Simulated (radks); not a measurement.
Results of a calculation; reference values are marked as such.
Task: Nb, 41 electrons, occupied as [Kr] 4d1.5 5s1 5p2.5 (fractional occupations, a model configuration). Level of theory: scalar-relativistic Kohn-Sham, PBE, spin-polarised, spherical densities, finite nucleus; open shells are filled with parallel spins first (spin-orbit coupling, left out, can overturn this in heavy ions); Fermi nuclear charge, rms radius 4.324 fm (a radial shooting solver on a logarithmic mesh with Libxc functionals). Some entries of the table are withheld. Estimate them.

| orbital | occ. | eigenvalue (hartree) | <r> (bohr) |
|---|---|---|---|
| 1s up | 1 | -691.5474 | 0.03610 |
| 1s down | 1 | -691.5454 | 0.03610 |
| 2s up | 1 | -97.06929 | 0.1581 |
| 2s down | 1 | -97.06196 | 0.1580 |
| 2p up | 3 | -86.71447 | 0.1377 |
| 2p down | 3 | -86.70823 | 0.1377 |
| 3s up | 1 | -16.51314 | 0.4432 |
| 3s down | 1 | -16.50749 | 0.4432 |
| 3p up | 3 | -13.12885 | 0.4458 |
| 3p down | 3 | -13.12255 | 0.4457 |
| 3d up | 5 | -7.59907 | 0.4330 |
| 3d down | 5 | -7.59057 | 0.4328 |
| 4s up | 1 | -2.51882 | 1.147 |
| 4s down | 1 | -2.47285 | 1.143 |
| 4p up | 3 | -1.62612 | 1.276 |
| 4p down | 3 | -1.57514 | 1.269 |
| 4d up | 1.5 | (1) | 1.815 |
| 4d down | 0 | (2) | 1.760 |
| 5s up | 1 | -0.30138 | 3.147 |
| 5p up | 2.5 | -0.14272 | 3.925 |

Result: 
(1) 4d up eigenvalue (hartree): -0.39317
(2) 4d down eigenvalue (hartree): -0.32649
